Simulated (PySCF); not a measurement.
C₂H₆ClFOSi, SMILES [Si](Cl)(F)(O)CC. Geometry optimised at B3LYP-D3(BJ)/def2-SVP. The values are those of a single conformer.

Question: Give the equilibrium geometry at B3LYP-D3(BJ)/def2-SVP (PySCF confirms it by a frequency run) as bond lengths and angles. (An estimate is asked for; the answer gives what the named calculation found.)

Answer: This is not unique; one that fits is 
Atoms: C1 C2 Si3 O4 F5 Cl6 H7 H8 H9 H10 H11 H12. Bonds (Å): C1–C2 1.535, C1–H7 1.101, C1–H8 1.101, C1–H9 1.101, C2–Si3 1.850, C2–H10 1.104, C2–H11 1.104, Si3–O4 1.646, Si3–F5 1.623, Si3–Cl6 2.074, O4–H12 0.965. Bond angles (°): C2–C1–H7 111.1, C2–C1–H8 111.1, C2–C1–H9 111.3, H7–C1–H8 107.6, H7–C1–H9 107.9, H8–C1–H9 107.8, C1–C2–Si3 113.9, C1–C2–H10 110.9, C1–C2–H11 111.0, Si3–C2–H10 107.0, Si3–C2–H11 107.4, H10–C2–H11 106.2, C2–Si3–O4 109.6, C2–Si3–F5 110.6, C2–Si3–Cl6 111.5, O4–Si3–F5 109.6, O4–Si3–Cl6 110.0, F5–Si3–Cl6 105.5, Si3–O4–H12 118.6.
Charge 0, spin multiplicity 1.
